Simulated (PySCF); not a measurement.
PySCF input:

```python
from pyscf import gto, scf, dft

mol = gto.M(
    atom='''
    O     0.43423239   -0.69934071   -1.18515025
    S    -0.28043456    0.01828149    0.09132429
    O     0.26531555   -0.57106084    1.29921777
    O    -0.22585736    1.43341129   -0.18149112
    H     0.69742826   -1.59658158   -0.92180003
    ''',
    basis='def2-tzvpd',
    charge=0,
    spin=1,
    verbose=4,
)

mf = dft.UKS(mol, xc='tpssh').density_fit(auxbasis='def2-universal-jkfit')
mf.grids.level = 3
mf.conv_tol = 1e-9
mf.max_cycle = 100
mf.max_memory = 1500
mf.kernel()
if not mf.converged:
    mf = mf.newton()
    mf.kernel(mf.make_rdm1())
for _ in range(2):
    mo, _, stable, _ = mf.stability(return_status=True)
    if stable:
        break
    mf.kernel(mf.make_rdm1(mo, mf.mo_occ))
mf.analyze()
```

Q: Predict the final energy.

A: -624.54434 Eh (TPSSh/def2-TZVPD).

It need not be the lowest isomer of its formula.
